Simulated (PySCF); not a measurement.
Species: C₆H₁₁O (doublet state).
Z-matrix (Å and degrees, GFN2-xTB geometry), rows numbered from 1:
```
C 
C   1  1.4697
C   2  1.4255  1  121.58
O   3  1.2312  2  122.25  1     1.49
C   3  1.5276  2  115.83  1  -179.61
C   5  1.5239  3  110.65  2   158.58
C   5  1.5322  3  108.03  2   -79.77
H   1  1.0933  2  110.79  3   118.60
H   1  1.0928  2  110.60  3  -123.85
H   1  1.0876  2  109.72  3    -2.49
H   2  1.0795  1  118.84  3  -178.20
H   5  1.0956  3  108.68  2    38.18
H   6  1.0871  5  109.80  3    55.70
H   6  1.0877  5  110.34  3   -63.31
H   6  1.0875  5  110.58  3   176.15
H   7  1.0880  5  110.22  3   178.83
H   7  1.0877  5  109.87  3   -61.51
H   7  1.0883  5  111.02  3    58.50
```

The hyperfine couplings belong to this conformer and change with its torsions.

Identity: `C[CH]C(=O)C(C)C` [radical].

Level of theory: PySCF, UKS B3LYP, pcH-1 on C H O, non-relativistic, mean-field spin-orbit, GIAO. Geometry: GFN2-xTB, one conformer, isolated molecule. Couplings are sensitive to structure, and on GFN2-xTB geometries they can be far from those on DFT ones. The SCF solution wasn't tested for stability.

Largest spin populations (Mulliken): C2 (+0.83), O4 (+0.29), C3 (-0.10) and C1 (-0.06). The positive populations add up to 1.20 and the negative ones to -0.20, together 2S = 1. The angles at C2 add up to 360.0°, so it is planar; its axial dipolar tensor and the negative coupling of its proton fit spin in a p orbital normal to that plane.

Problem. McConnell's relation a(H) = Q·ρ ties the coupling of a proton on a planar π carbon to the spin population of that carbon. What Q do the computed values give?

Solution. 
```tsv
H	C	ρ(C)	a(H) (G)	a/ρ (G)
H11	C2	+0.827	-17.91	-21.7
```

One proton gives one ratio, Q = -21.7 G, and no test of linearity. In every row coupling and population have opposite signs.

Problem. List the C–H protons on four-coordinate carbons next to a three-coordinate spin centre, with their couplings and θ (C–H bond against the normal to the plane of the centre's neighbours, projected along the bond that joins the two).

Solution. 
| β H | on | centre | θ (°) | cos²θ | a (G) |
| --- | --- | --- | --- | --- | --- |
| H8 | C1 | C2 | 29 | 0.76 | +36.67 |
| H9 | C1 | C2 | 33 | 0.70 | +34.95 |
| H10 | C1 | C2 | 88 | 0.00 | +0.73 |

Fitting the Heller–McConnell form a = ρ(B0 + B2 cos²θ), with Mulliken ρ = 0.83, gives B0 = 0.9 G and B2 = 58.0 G, with a largest miss of 0.5 G. By this fit the coupling would be 48.7 G at θ = 0° and 0.7 G at 90°.

Problem. What would the freely rotating methyl group on C1 show?

Solution. Three equal couplings, a 1:3:3:1 quartet. The mean of the three values of this geometry estimates the splitting: 24.1 G, or 67.7 MHz (three bonds 120° apart have a mean cos²θ of 1/2 at any torsion).

Couplings in gauss use g_iso = 2.0045.
